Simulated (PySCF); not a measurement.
## Working with the constants of OsS

revPBE constants of OsS, quintet, unpaired electrons π ↑↑, δ ↑↑ (PySCF, scalar-relativistic core potentials, basis sets Os def2-TZVPP with ECP60, S def2-TZVPP; masses 191.9615 and 31.9721 u):

* ωe: 515.0 cm⁻¹
* ωexe: 1.45 cm⁻¹
* Be: 0.13972 cm⁻¹
* αe: 0.000512 cm⁻¹

Task: What force constant and bond length do these constants imply?

Result: Reduced mass μred = 27.407 u; k = 5.8918×10⁻⁷·μred·ωe² (u, cm⁻¹, mdyn/Å) = 4.28 mdyn/Å; Re = √(16.8576/(μred·Be)) (u, cm⁻¹, Å) = 2.098 Å.

Task: Estimate the centrifugal constant D from the Kratzer relation and find the Dunham coefficient a1.

Result: D = 4Be³/ωe² = 4.11e-08 cm⁻¹; a1 = −1 − αeωe/(6Be²) = -3.25.

De is left out where the level can put another filling of the metal’s s and d shells below the measured ground configuration, by anything from nothing to about 1 eV. Spin–orbit coupling is left out, which matters for elements this heavy, above all for dissociation energies. The state is the lowest single determinant that the PBE0 search found; with open d or f shells the true ground state can be another one.
